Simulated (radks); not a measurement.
The numbers below are computed, except where a source is named.
Species: Mo III. Configuration: [Kr] 4d4. Code: a radial shooting solver on a logarithmic mesh with Libxc functionals. Model: scalar-relativistic Kohn-Sham, r2SCAN, spin-polarised, spherical densities, finite nucleus; open shells are filled with parallel spins first (spin-orbit coupling, left out, can overturn this in heavy ions); meta-GGA in the generalised Kohn-Sham scheme; Fermi nuclear charge, rms radius 4.4091 fm; hard spherical wall at 5 bohr.

Radial electron density D(r) = 4 pi r^2 rho(r):

r (bohr)  D(r) (e/bohr)   spin D(r)
0.001561          1.849  -0.0000842
0.002032          2.938   -0.000134
0.002646          4.613   -0.000210
0.003446          7.129   -0.000323
0.004487          10.80   -0.000489
0.005843          15.93   -0.000719
0.007669          22.93    -0.00103
0.009986          31.23    -0.00141
0.013             40.17    -0.00184
0.01693           48.06    -0.00229
0.02205           52.66    -0.00280
0.02871           52.35    -0.00352
0.03738           48.17    -0.00467
0.04868           44.94    -0.00563
0.06338           48.52    -0.00194
0.08253           58.79      0.0203
0.1075            65.74      0.0874
0.1399            59.10       0.225
0.1837            44.65       0.423
0.2392            41.60       0.564
0.3114            49.20       0.499
0.4055            46.00       0.203
0.5281            27.76     -0.0214
0.6876            13.57       0.318
0.8953            11.37        1.39
1.166             10.99        2.51
1.518             7.113        2.63
1.977             3.092        1.79
2.574            0.9807       0.784
3.352            0.2154       0.202
4.364           0.01690      0.0166

D(r) has 4 maxima, at r = 0.0247, 0.109, 0.340, 1.01 bohr, and minima at 0.0495, 0.219, 0.840 bohr, inside which lie 2.02, 11.06, 29.23 electrons.
